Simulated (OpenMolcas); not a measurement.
**F4+: the spin-orbit constant, worked from levels**

```json
{"Program": "OpenMolcas 26.06", "Basis": "ANO-RCC-VQZP [5s4p3d2f1g]", "Scalar Hamiltonian": "DKH2, point nucleus", "Active space": "3 electrons in 9 orbitals (RAS2 2s 2p; RAS3 3d, at most 2 electrons)", "State averaging": "2S+1 = 4 odd, 1 root; 2S+1 = 2 odd, 11 roots (8 in the spin-orbit step); 2S+1 = 4 even, 3 roots; 2S+1 = 2 even, 9 roots", "Spin-orbit coupling": "state interaction with AMFI integrals over the reference wave functions, term energies averaged over their components"}
```

Methods: RASSCF; SS-RASPT2, IPEA 0.25 Eh, imaginary shift 0.1 Eh (closed shells correlated: 1s). Measured levels: Moore, Atomic Energy Levels, vol. I, NSRDS-NBS 35 (1971 reprint of NBS Circular 467, 1949).

**The spin-orbit constant.** For the Hund term 2P* of p1, E(J) = (A/2) J(J+1) + constant and ζ = 2S·A = A. From J = 1/2 to J = 3/2 the energy changes by 1.5 A.

```json
{"Source": "RASSCF", "E(3/2) - E(1/2)": "685.0", "A": "456.7", "ζ": "457"}
{"Source": "SS-RASPT2", "E(3/2) - E(1/2)": "685.0", "A": "456.7", "ζ": "457"}
{"Source": "measured", "E(3/2) - E(1/2)": "746.0", "A": "497.3", "ζ": "497"}
```

All in cm-1. SS-RASPT2 is off by -8.2 % and RASSCF by -8.2 %. Both methods take the spin-orbit matrix elements from the reference wave functions, so the second can move ζ only through the term energies and any multistate remixing.

Active for correlation alone: 3d; no level in the range computed is led by a configuration that fills it, so any true level of that kind is missing. Measured partners are found by configuration, term and J. A level has none where our copy of the source lacks it or the pairing is in doubt (some pairs that miss far off the trend of their configuration count as doubtful), and it then counts in no deviation. Only configurations of the active space appear.

* marks odd parity.
